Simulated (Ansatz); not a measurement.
Reaction (formal exchange of groups at the Se–C bond): `[CH3][AlH][C](=N)[SeH]` + `C=C[SiH2]O` → `O[SiH2]/C=C/[SeH]` + `[CH3][AlH][CH]=N`

Computed with Ansatz on PBE0-D4/def2-TZVP structures; ΔE is electronic, products minus reactants. CBS: MP2 limit from def2 TZ/QZ plus the TZ coupled-cluster correction, frozen cores. Functionals use def2-TZVPP. For Se outer-core shells are correlated without core-valence functions, which leaves a few kJ/mol of doubt a bond. Scalar relativity is left out up to krypton. Each species was taken in one conformer, which may not be the lowest.

`[CH3][AlH][C](=N)[SeH]`:

```xyz
11

C    -0.192    1.549    1.085
Al    0.722   -0.139    0.751
C     0.163   -1.242   -0.802
N     0.679   -2.392   -0.916
Se   -1.143   -0.558   -2.082
H    -1.278    1.418    1.134
H     0.001    2.267    0.279
H     0.131    2.014    2.019
H     1.901   -0.699    1.644
H     0.364   -2.940   -1.720
H    -1.350    0.721   -1.393
```

`C=C[SiH2]O`:

Cartesian coordinates in Å:
```
C -1.581 -0.046 -0.435
C -0.763 -0.081 0.613
Si 1.086 -0.141 0.447
O 1.554 0.031 -1.125
H -1.199 -0.063 -1.453
H -2.661 -0.007 -0.329
H -1.202 -0.069 1.611
H 1.677 0.928 1.303
H 1.618 -1.455 0.884
H 1.471 0.902 -1.515
```

`O[SiH2]/C=C/[SeH]`:

```xyz
11

O    -0.567    1.549    1.948
Si   -0.983    0.274    0.986
C     0.543   -0.394    0.199
C     0.667   -0.413   -1.128
Se    2.167   -1.111   -2.043
H    -1.157    1.764    2.671
H    -1.666   -0.755    1.822
H    -1.907    0.685   -0.109
H     1.347   -0.791    0.817
H    -0.110   -0.021   -1.777
H     1.666   -0.787   -3.383
```

`[CH3][AlH][CH]=N`:

```xyz
10

C    -1.752    0.059   -0.099
Al   -0.110    0.223    0.925
C     1.624   -0.079    0.007
N     1.537   -0.353   -1.238
H    -2.400   -0.722    0.315
H    -1.541   -0.186   -1.142
H    -2.332    0.987   -0.071
H    -0.093    0.591    2.475
H     2.612   -0.024    0.496
H     2.456   -0.498   -1.668
```

(1) Is it downhill or uphill in electronic energy at CCSD(T)/CBS, and by how much? (Estimate.)

(2) What do these levels give: r2SCAN-D4, r2SCAN, SCS-MP2/def2-TZVPP, CCSD/def2-TZVPP, HF/CBS(def2), MP2/CBS(def2)? (Best estimate.)

Largest T1 diagnostic among the species: 0.012.

Answers

(1) The calculation gave: Uphill: ΔE = +29.4 kJ/mol.

(2) The calculation gave: r2SCAN-D4 36.3, r2SCAN 35.8, SCS-MP2/def2-TZVPP 25.3, CCSD/def2-TZVPP 24.6, HF/CBS(def2) 18.5, MP2/CBS(def2) 29.6 kJ/mol.

From PBE to PBE0 (25 % exact exchange), in def2-TZVPP and without D4, ΔE moves by −4.7 kJ/mol. In def2-TZVPP, CCSD(T) changes the Hartree–Fock value by +8.8 kJ/mol (the triples alone add +3.1 kJ/mol) and MP2 by +9.0 kJ/mol. The D4 term adds +4.1 kJ/mol with B3LYP and +2.1 kJ/mol with PBE0; it sums over pairs of atoms, weighted by their polarisabilities, and B3LYP, whose exchange is more repulsive, gets the larger term.

B3LYP here is the variant with VWN-RPA as its local correlation; programs differ in this.
